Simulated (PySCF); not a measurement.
Compound: C₅H₆N₂Si.
Numbering: `[CH3:1][C:2]#[C:3]/[CH:4]=[N:5]/[SiH2:6][C:7]#[N:8]` (hydrogens: H9, H10, H11 on C1; H12 on C4; H13, H14 on Si6)

Method: PySCF 2.14.0, PBE0-D3(BJ)/def2-SVP geometry optimisation, gas phase.

**Question.** What internal coordinates does the optimisation give?

**Answer.** 
| bond | length (bohr) | order |
| --- | --- | --- |
| C1–C2 | 2.737 | single |
| C2≡C3 | 2.297 | triple |
| C3–C4 | 2.700 | single |
| C4=N5 | 2.408 | double |
| N5–Si6 | 3.280 | single |
| Si6–C7 | 3.517 | single |
| C7≡N8 | 2.191 | triple |
| C1–H9, C1–H10, C1–H11 | 2.081 | single |
| C4–H12 | 2.102 | single |
| Si6–H13 | 2.827 | single |
| Si6–H14 | 2.806 | single |

Bonds in one row agree within 0.02 bohr and their mean is given. Orders are formal, as drawn. A selection of angles:
| angle | degrees |
| --- | --- |
| C2–C1–H9 | 110.6 |
| H9–C1–H10 | 108.3 |
| C1–C2–C3 | 179.1 |
| C2–C3–C4 | 177.4 |
| C3–C4–N5 | 123.1 |
| C3–C4–H12 | 113.9 |
| N5–C4–H12 | 123.0 |
| C4–N5–Si6 | 124.8 |
| N5–Si6–C7 | 106.6 |
| N5–Si6–H13 | 114.6 |
| N5–Si6–H14 | 110.1 |
| C7–Si6–H13 | 106.7 |
| H13–Si6–H14 | 111.1 |
| Si6–C7–N8 | 179.2 |

Torsions: C3–C4–N5–Si6 179° (antiperiplanar); C4–N5–Si6–C7 -117° (anticlinal). The mirror-image conformer, all signs reversed, is as good.

Si6 (SiH2 silicon) is distorted tetrahedral (angles from 106.6° to 114.6°). The 3 C–C bonds span 1.216 Å (C2≡C3, drawn triple) to 1.449 Å (C1–C2, drawn single), a spread of 0.233 Å. The 2 C–N bonds span 1.159 Å (C7≡N8, drawn triple) to 1.274 Å (C4=N5, drawn double), a spread of 0.115 Å.

Point group: C1 (no symmetry element, even within 0.4 Å). No PBE0-D3(BJ)/def2-SVP frequencies stand behind this structure, so it isn't proved a minimum. One conformer, not necessarily the lowest.
